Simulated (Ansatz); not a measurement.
A run for Ansatz (a first-principles code): R-CCSD(T)/cc-pV(T+d)Z on CH6BP (SMILES CBP), a point of a torsion scan. Files ending in .json are basis or fitting sets from the Basis Set Exchange.

Ansatz 0.2 input:
```yaml
crystal:
  periodic: [false, false, false]
  atoms:
    - {symbol: C, position_ang: [-1.10997007, 0.10488121, -0.29477430]}
    - {symbol: B, position_ang: [0.02497896, -0.22379314, 0.74029489]}
    - {symbol: P, position_ang: [1.83263374, -0.23502475, 0.25822418]}
    - {symbol: H, position_ang: [-1.94635639, -0.59030904, -0.23486057]}
    - {symbol: H, position_ang: [-1.52367179, 1.08552873, -0.05230104]}
    - {symbol: H, position_ang: [-0.77547839, 0.14630136, -1.33000885]}
    - {symbol: H, position_ang: [-0.25071471, -0.51958217, 1.84155674]}
    - {symbol: H, position_ang: [1.83565464, 0.71037316, -0.74940716]}
    - {symbol: H, position_ang: [2.34316852, 0.59048696, 1.23881930]}
basis:
  gaussian:
    orbitals: cc-pV_T+d_Z.json
magnetization: {spin_polarized: false}
correlation: {method: ccsd_t, electrons: outside_noble_gas}
scf: {lower_state_search: off}
```

It printed:

```
WARN ansatz: RAYON_NUM_THREADS=1 ignored (pool sized by the plan → 1); use --threads N
Functional definition: HF
these checks for a lower state are left out or cut short: stability, starts, cluster_reference, orbital_swaps, neighbouring_geometries, increment
integrals: 0.63 GiB planned
1033 factors; integrals over basis functions are off by at most 1.0e-3 eV
mean field: 0.42 GiB planned
mean field evaluation 1: about -11067.5964 eV, gradient 2.7e1 eV
mean field evaluation 2: about -11067.5993 eV, gradient 2.7e1 eV
mean field evaluation 4: about -11069.9166 eV, gradient 2.9e0 eV
mean field evaluation 8: about -11069.9678 eV, gradient 6.5e-4 eV
mean field -11069.96784327 eV, -406.8138147465 hartree, gradient 8.5e-7 eV, S^2 0.000000; 0 other end points of the search recorded, 0 dependent functions left out
7 core orbitals not correlated
reference -11069.96784327 eV, -406.8138147465 hartree; 9, 9 occupied and 167, 167 virtual orbitals, 1033 factors
second order -11.96835408 eV of doubles, -0.00000000 eV of singles
coupled cluster: 1.72 GiB planned
cycle   1  -12.86518389 eV  change   -9.0e-1 eV  update   8.1e-2
cycle   2  -13.22781570 eV  change   -3.6e-1 eV  update   2.5e-2
cycle   3  -13.27905053 eV  change   -5.1e-2 eV  update   1.2e-2
cycle   4  -13.27418296 eV  change    4.9e-3 eV  update   4.6e-3
cycle   5  -13.27249578 eV  change    1.7e-3 eV  update   2.2e-3
cycle   6  -13.27240103 eV  change    9.5e-5 eV  update   8.0e-4
cycle   7  -13.27249503 eV  change   -9.4e-5 eV  update   2.6e-4
cycle   8  -13.27258031 eV  change   -8.5e-5 eV  update   9.1e-5
cycle   9  -13.27256937 eV  change    1.1e-5 eV  update   3.6e-5
cycle  10  -13.27256630 eV  change    3.1e-6 eV  update   1.3e-5
perturbative correction -0.51923540 eV, -0.0190815492 hartree
Total energy: -11083.75964498 eV, -407.3206541107 hartree
Checks for a lower state left out: stability, starts, cluster_reference, orbital_swaps, neighbouring_geometries, increment
```

Self-consistency was reached.

Cost: around 60 core-seconds (rough).
